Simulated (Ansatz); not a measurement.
HfSi5. Total charge 0; quintet. Geometry PBE0-D4/def2-SVP; atoms count from 1.

| atom | x (Å) | y (Å) | z (Å) |
| --- | --- | --- | --- |
| Hf1 | -1.9001 | 1.0219 | 0.3425 |
| Si2 | 0.4462 | -0.0974 | -1.3822 |
| Si3 | 0.3294 | 2.0770 | -0.4248 |
| Si4 | -0.9234 | -1.4159 | 0.4504 |
| Si5 | 1.3111 | -1.8635 | -0.0480 |
| Si6 | 0.7369 | 0.2780 | 1.0621 |

In the def2 sets Hf takes a core potential; there is no spin–orbit coupling. At PBE0-D4/def2-TZVP a singlet of charge 0 lies 2.13 eV below the quintet, each at its own geometry. The structure comes from a short search, and lower isomers may exist.

Q: Estimate the Mulliken populations from the PBE0/def2-TZVP orbitals of Ansatz.

A: 
```tsv
atom	charge (e)	spin (α − β)	d electrons
Hf1	0.30	2.25	2.30
Si2	0.00	0.29	–
Si3	-0.14	0.39	–
Si4	-0.09	0.43	–
Si5	-0.07	0.29	–
Si6	-0.01	0.33	–
```
Mulliken values and Mayer orders depend strongly on the basis.

Q: Where does the spin sit?

A: Summed by element: Hf 2.25, Si 1.75, of 4 unpaired in all. Largest on single atoms: Hf1 2.25, Si4 0.43, Si3 0.39.

Q: And the Mayer bond orders between bonded heavy atoms (over 0.3)?

A: Hf1–Si2 0.40 (3.12 Å); Hf1–Si3 1.07 (2.58 Å); Hf1–Si4 0.97 (2.63 Å); Hf1–Si6 0.57 (2.83 Å); Si2–Si3 0.84 (2.38 Å); Si2–Si4 0.51 (2.64 Å); Si2–Si5 0.84 (2.38 Å); Si2–Si6 0.68 (2.49 Å); Si3–Si6 0.83 (2.37 Å); Si4–Si5 0.96 (2.33 Å); Si4–Si6 0.66 (2.45 Å); Si5–Si6 0.67 (2.48 Å). Values over 0.3 also appear between atoms too far apart for a bond (Hf1–Si5 0.32 at 4.33 Å); they arise where an orbital or an unpaired electron spreads over both atoms.
